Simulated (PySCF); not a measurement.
## Computed vibrations of [Hf2]+

[Hf2]+ (doublet). PySCF 2.14.0, UKS BP86, Hf def2-SVP with ECP60; non-relativistic Hamiltonian with scalar-relativistic core potentials where named; density fitting; no spin-orbit coupling. Central differences of gradients.

```xyz
2

Hf    0.0000    0.0000    1.1965
Hf    0.0000    0.0000   -1.1965
```

Run from Python with OMP_NUM_THREADS=2. Where DIIS fails, smearing, a level shift and second-order steps follow.
It took 7.9 s on 2 threads of Arm Neoverse V1, on a shared host.

(1) What are the harmonic wavenumbers and infrared intensities?

(2) Is this a minimum?

Open shells may have lower solutions than the one found.

Answers

(1) Modes are labelled in D∞h; negative numbers are unstable modes, those under 60 cm⁻¹ near the noise; a finer grid moves soft modes by up to 10 cm⁻¹.
| cm⁻¹ | km/mol | symmetry |
| --- | --- | --- |
| 233 | 0.0 | σg+ |

(2) Yes. Ideal gas at 298.15 K and 1 bar: S = 271.1 J/(mol K), Cp = 36.6 J/(mol K), H − H(0 K) = 10.0 kJ/mol (rigid rotor, harmonic modes, spin degeneracy alone).
